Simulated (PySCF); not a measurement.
(2R)-1-silyloxypropan-2-ol (C₃H₁₀O₂Si), SMILES C[C@H](CO[SiH3])O. Geometry optimised at B3LYP-D3(BJ)/def2-SVP. One conformer was computed; it need not be the lowest.

Problem. Give the equilibrium geometry at B3LYP-D3(BJ)/def2-SVP (PySCF confirms it by a frequency run) as Cartesian coordinates in Å. (An estimate is asked for; the answer gives what the named calculation found.)

Solution. Several could match; the one computed here: 
```xyz
16

C     -2.2744     0.5646     0.3240
C     -1.5196    -0.4987    -0.4729
O     -1.2766    -0.0809    -1.8012
C     -0.1963    -0.8863     0.1848
O      0.6643     0.2432     0.1195
Si     2.2159     0.2832     0.7386
H     -3.1831     0.8614    -0.2195
H     -2.5643     0.1919     1.3199
H     -1.6422     1.4558     0.4617
H     -2.1378    -1.4107    -0.5423
H     -0.5642     0.5740    -1.7418
H      0.2500    -1.7339    -0.3672
H     -0.3569    -1.1994     1.2340
H      2.1994     0.0360     2.2118
H      3.0715    -0.7568     0.0925
H      2.7448     1.6400     0.4484
```
